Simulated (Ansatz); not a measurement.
`O/C=[CH]\[AlH2]` + H₂ → `C=[CH][AlH2]` + H₂O  (hydrogenolysis of a C–O bond)

Isolated molecules relaxed with PBE0-D4/def2-TZVP in Ansatz; ΔE leaves out vibrations. CCSD(T)/CBS adds triple-zeta CCSD(T) − MP2 to the extrapolated MP2 energy (def2 sets, frozen cores). This one scheme is used for every species. Functionals use def2-TZVPP. B3LYP here is the variant with VWN-RPA as its local correlation; programs differ in this. Each species was taken in one conformer, which may not be the lowest.

```csv
level,ΔE (kJ/mol),difference from CCSD(T)/CBS
revPBE-D4,-35.6,28.1
PBE0-D4,-46.4,17.3
ωB97X-V,-50.0,13.7
BLYP,-48.1,15.6
r2SCAN,-39.4,24.3
B3LYP,-53.9,9.8
CAM-B3LYP,-53.5,10.2
MP2/def2-SVP,-42.9,20.8
CCSD/def2-SVP,-52.1,11.6
MP2/def2-QZVPP,-60.3,3.4
CCSD(T)/CBS,-63.7,0
```

Largest T1 diagnostic among the species: 0.013.

Leaving LDA and LC-ωPBE aside and taking each functional with its dispersion term where it has one, the values, not all of them listed here, spread over 22.5 kJ/mol, from BHLYP-D4 to revPBE-D4. LDA lies +16.5 kJ/mol from PBE without D4. At CCSD(T), def2-SVP lies +17.2 kJ/mol from the extrapolated value and def2-TZVPP +3.4 kJ/mol. From PBE to PBE0 (25 % exact exchange), in def2-TZVPP and without D4, ΔE moves by −9.6 kJ/mol.
